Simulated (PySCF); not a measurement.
Computed vibrations of [CeH2]+

[CeH2]+ (singlet in the valence; each metal's 4f electrons, 1 of them, lie in its core potential, out of spins and levels). PySCF 2.14.0, RKS PBE0, Ce lcecp-1-SVP with ECP47, H def2-SVP; non-relativistic Hamiltonian with scalar-relativistic core potentials where named; density fitting; no spin-orbit coupling. Central differences of gradients.

```xyz
3

Ce    0.0000    0.0000   -0.0164
H     1.6354    0.0000    1.1394
H    -1.6354    0.0000    1.1394
```

Run from Python with OMP_NUM_THREADS=2. Where DIIS fails, smearing, a level shift and second-order steps follow.
It took 3.4 s on 2 threads of Intel(R) Xeon(R) 6975P-C (Granite Rapids), on a shared host.

Question: What are the harmonic wavenumbers and infrared intensities?

Answer: Modes are labelled in C2v; negative numbers are unstable modes, those under 60 cm⁻¹ near the noise; a finer grid moves soft modes by up to 10 cm⁻¹.
| cm⁻¹ | km/mol | symmetry |
| --- | --- | --- |
| 481 | 94.0 | a1 |
| 1581 | 584.0 | b2 |
| 1602 | 212.8 | a1 |

Question: Is this a minimum?

Answer: Yes. Ideal gas at 298.15 K and 1 bar: S = 241.9 J/(mol K), Cp = 39.1 J/(mol K), H − H(0 K) = 10.6 kJ/mol (rigid rotor, harmonic modes, spin degeneracy alone, that of the 4f electrons in the core included).

An lcecp potential fixes the number of 4f electrons, so in runs with it no electron can move into or out of that shell.
